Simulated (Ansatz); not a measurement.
Computed with Ansatz on PBE0-D4/def2-TZVP structures; ΔE is electronic, products minus reactants. CCSD(T)/CBS adds triple-zeta CCSD(T) − MP2 to the extrapolated MP2 energy (def2 sets, frozen cores). Functionals use def2-TZVPP. B3LYP here is the variant with VWN-RPA as its local correlation; programs differ in this. Elements past krypton have def2 core potentials. For Ge, Se, Sn outer-core shells are correlated without core-valence functions, which leaves a few kJ/mol of doubt a bond. Scalar relativity is left out up to krypton. One conformer a species, not always the lowest.

Reaction (redistribution): `F[CH2][GeH2][SH]` + `[SeH][SnH3]` → `F[CH2][GeH3]` + `[SH][SnH2][SeH]`

| level | ΔE (kJ/mol) | difference from CCSD(T)/CBS |
| --- | --- | --- |
| PBE-D4 | -15.3 | 3.6 |
| r2SCAN-D4 | -14.6 | 4.3 |
| ωB97X-V | -11.8 | 7.1 |
| ωB97M-V | -12.3 | 6.6 |
| B2PLYP | -14.9 | 4.0 |
| PBE | -15.3 | 3.6 |
| r2SCAN | -14.7 | 4.2 |
| PBE0 | -13.6 | 5.3 |
| B3LYP | -15.7 | 3.2 |
| HF/def2-TZVPP | -12.0 | 6.9 |
| MP2/def2-TZVPP | -13.6 | 5.3 |
| SCS-MP2/def2-TZVPP | -13.0 | 5.9 |
| CCSD/def2-TZVPP | -10.7 | 8.2 |
| CCSD(T)/def2-TZVPP | -11.3 | 7.6 |
| MP2/def2-QZVPP | -18.5 | 0.4 |
| SCS-MP2/def2-QZVPP | -17.6 | 1.3 |
| CCSD(T)/CBS | -18.9 | 0 |

Largest T1 diagnostic among the species: 0.011.
